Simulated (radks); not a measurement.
The numbers below are computed, except where a source is named.
Effect of the nuclear size on the bromine ion Br2+, [Ar] 3d10 4s2 4p3. Level of theory: Dirac Kohn-Sham, BLYP, spin-unpolarised, spherical densities, finite nucleus; open shells fill j = l - 1/2 first; Fermi nuclear charge, rms radius 4.1629 fm (a radial shooting solver on a logarithmic mesh with Libxc functionals). The rms radius is varied about that value; shifts are against it.

| rms radius (fm) | total energy shift (eV) | density at nucleus (e/bohr^3) | 1s1/2 shift (meV) | 2s1/2 shift (meV) | 3p1/2 shift (meV) | 4s1/2 shift (meV) |
|---|---|---|---|---|---|---|
| 3.3678 | -0.188 | 4.511e+04 | -79.7 | -7.99 | 0.128 | -0.139 |
| 3.7758 | -0.0960 | 4.472e+04 | -40.7 | -4.09 | 0.065 | -0.071 |
| 4.1629 | 0 | 4.439e+04 | 0.000 | 0.000 | 0.000 | 0.000 |
| 4.5334 | 0.1000 | 4.411e+04 | 42.4 | 4.26 | -0.068 | 0.074 |
| 4.8206 | 0.183 | 4.39e+04 | 77.6 | 7.79 | -0.124 | 0.135 |

Slopes of the eigenvalues against <r^2> in GHz/fm^2, as finite differences over the two radii next to the reference (eigenvalue slopes, not the field-shift constants of lines): 1s1/2 3190, 2s1/2 320, 3p1/2 -5.12, 4s1/2 5.56.
